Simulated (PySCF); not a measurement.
# Bonding in `Fc1cccn1[SiH3]`

Compound: C4H6FNSi.
Numbering: `[F:1][c:2]1[cH:3][cH:4][cH:5][n:6]1[SiH3:7]` (hydrogens: H8 on C3; H9 on C4; H10 on C5; H11, H12, H13 on Si7)

Geometry (GFN2-xTB, Å), atoms numbered from 1 in this order:
```
atom  x, y, z in Å
F1    -0.0796    2.2559    0.0069
C2    -0.5563    1.0011    0.0050
C3    -1.8392    0.5588    0.0118
C4    -1.7407   -0.8574    0.0066
C5    -0.4185   -1.1754   -0.0026
N6     0.3345   -0.0261   -0.0038
Si7    2.0801    0.1686   -0.0139
H8    -2.7310    1.1511    0.0200
H9    -2.5645   -1.5431    0.0097
H10    0.0626   -2.1323   -0.0093
H11    2.4433    0.8994    1.1977
H12    2.4295    0.9041   -1.2267
H13    2.5753   -1.2042   -0.0192
```

Bond orders from the PBE0/pcSseg-1 density (PySCF). Geometry: GFN2-xTB; no solvent, vibrations or thermal averaging.

Question: Where do the orders between heavy atoms depart from those drawn in the SMILES?

Answer: The largest departure is 0.423, at C5–N6 (drawn aromatic, 1.077), counting aromatic bonds as 1.5. Drawn single, order below 0.88: N6–Si7 (0.803). The bonds drawn aromatic range from 1.08 to 1.58.

Question: Set the Mayer orders of the bonds between heavy atoms beside their lengths.

Answer: 
```tsv
bond	drawn as	length (Å)	Mayer order
F1–C2	single	1.342	0.946
C2–C3	aromatic	1.357	1.564
C3–C4	aromatic	1.420	1.280
C4–C5	aromatic	1.360	1.584
C5–N6	aromatic	1.374	1.077
N6–Si7	single	1.756	0.803
N6–C2	aromatic	1.360	1.130
```

Bonds between the same two heavy elements. C–C: lowest C3–C4 (1.280, 1.420 Å), highest C4–C5 (1.584, 1.360 Å). C–N: lowest C5–N6 (1.077, 1.374 Å), highest N6–C2 (1.130, 1.360 Å).

Question: And the bonds to hydrogen?

Answer: C–H: 0.98 to 0.99 (3 bonds); H–Si: 0.94 (3 bonds).

Question: Sum the orders of all bonds at each heavy atom with more than one neighbour and set the sums beside the valence in the SMILES.

Answer: C2 3.640 (drawn 4), C3 3.820 (drawn 4), C4 3.850 (drawn 4), C5 3.638 (drawn 4), N6 3.010 (drawn 3), Si7 3.627 (drawn 4). Orders between atoms that aren't bonded are not in these sums.

Mayer orders depend on the basis set.

These values come from a run that also computed NMR shieldings. On one thread, x86-64 server, no GPU (shared host), this took 13 s.
